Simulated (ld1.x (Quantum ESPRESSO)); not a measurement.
# Building the TM potential for I (Z = 53) (Wu–Cohen, scalar-relativistic).

iodine (I), norm-conserving Troullier–Martins (Kleinman–Bylander form), made with ld1.x (Quantum ESPRESSO) 7.5 (Wu–Cohen, scalar-relativistic). Core [Kr], reference 4d10 5s2 5p4.5 (charge +0.5). Waves: 5p (bound): rc 1.95 bohr; 4d (bound): rc 1.35 bohr; 5s (bound): rc 1.65 bohr. Local part: the s channel. Core correction: Bessel-smoothed model core inside 1.15 bohr.

Poles of the logarithmic derivatives, all-electron (AE) and pseudo (PS). s: poles at 0.7 (AE) and 0.6 (PS) Ry. p: poles at 2.5 (AE) and 2.3 (PS) Ry. d: poles at -3.9 (AE) and -3.9 (PS) Ry. Test radius 2.14 bohr.

* Cutoffs needed: 110 Ry and 180 Ry (the cutoffs (Ry, on a coarse ladder) from which the occupation-weighted sum of valence levels, in a spherical-Bessel basis at the reference potential, stays within 10 and 1 mRy of its value at 400 Ry)
* Ghost test: no extra level below or beside the all-electron valence levels (p, d, s, f tested) (spherical-Bessel basis up to 400 Ry, 20 bohr box)
* Largest excitation error: -584 meV (all-electron minus pseudo) for 4d9 5s2 5p6, out of 7 test configurations
